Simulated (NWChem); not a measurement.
Species: octafluorocyclobutane (C₄F₈); SMILES FC1(F)C(F)(C(F)(C1(F)F)F)F

```xyz
12

F     -0.6953     1.5847    -1.2407
C     -0.4442     1.0123    -0.0502
F     -0.8017     1.8269     0.9526
C      1.0123     0.4442     0.0502
F      1.8269     0.8017    -0.9526
F      1.5847     0.6953     1.2407
C      0.4442    -1.0123    -0.0502
F      0.8017    -1.8269     0.9526
F      0.6953    -1.5847    -1.2407
C     -1.0123    -0.4442     0.0502
F     -1.8269    -0.8017    -0.9526
F     -1.5847    -0.6953     1.2407
```
Atoms are numbered in this order, from 1.

Program: NWChem. All runs use the structure optimised with B3LYP/6-31G* (spherical d). Not confirmed as a minimum by frequencies. Atomic charges in e: unrestrained fits to the electrostatic potential beside Mulliken populations; buried atoms are poorly determined by the fit.

Predict the results for B3LYP/def2-SVP. Quantities: ESP F1; Mulliken F1; ESP C2; Mulliken C2; ESP F3; Mulliken F3; ESP C4; Mulliken C4; ESP F5; Mulliken F5; relative RMS misfit of the potential (%).


```json
{
  "ESP F1": "-0.23",
  "Mulliken F1": "-0.16",
  "ESP C2": "0.43",
  "Mulliken C2": "0.32",
  "ESP F3": "-0.21",
  "Mulliken F3": "-0.16",
  "ESP C4": "0.43",
  "Mulliken C4": "0.32",
  "ESP F5": "-0.21",
  "Mulliken F5": "-0.16",
  "relative RMS misfit of the potential (%)": "27"
}
```
